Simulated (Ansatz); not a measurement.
Ideal-gas functions of BrH₄NSn (`[NH2][SnH2][Br]`) at 500 K and 1 bar, from an Ansatz frequency run at PBE0-D4/def2-TZVP.

Molar mass 216.65 g/mol, point group Cs (symmetry number 1), electronic degeneracy 1, moments of inertia 57.051, 352.045, 397.908 u Å². Harmonic wavenumbers (cm⁻¹, unscaled): 84, 138, 251, 363, 384, 529, 621, 648, 682, 850, 1561, 1959, 1973, 3576, 3681.

Use S(trans) = R[1.5 ln M + 2.5 ln T − 1.1517]; rotational temperatures θ = 24.2544 K / I; S(rot) = R[ln(√π/σ · √(T³/θAθBθC)) + 1.5]; for each mode x = 1.438777 ν̃/T, S = R[x/(eˣ − 1) − ln(1 − e⁻ˣ)] and H = RT x/(eˣ − 1); 1 cm⁻¹ = 0.0119627 kJ/mol; R = 8.31446 J/(mol·K).

Q: By hand: the entropy, in J/(mol·K).

A: Translation 186.7. Rotation: θ = 0.4251, 0.0689, 0.061 K, giving 121.0. Vibration, mode by mode: 20.14, 16.05, 11.20, 8.32, 7.89, 5.58, 4.51, 4.24, 3.93, 2.68, 0.52, 0.20, 0.19, 0.00, 0.00, in all 85.5. Electronic 0.0. Sum 393.2 J/(mol·K).

Q: By hand: H − E and G − E in kJ/mol, counted from the electronic energy.

A: Zero-point energy ½ × 17300 × 0.0119627 = 103.5; thermal vibration 21.9; translation, rotation and pV give 4 RT = 16.6. H − E = 142.0 kJ/mol, and G − E = 142.0 − 500 × 393.2/1000 = -54.6 kJ/mol.

Vibration gives 22 % of the entropy, 36.2 J/(mol·K) of it from the modes under 150 cm⁻¹: soft modes count most, and the harmonic formula is weakest for them. The sum counts one conformer and one mirror image; others add a mixing term.
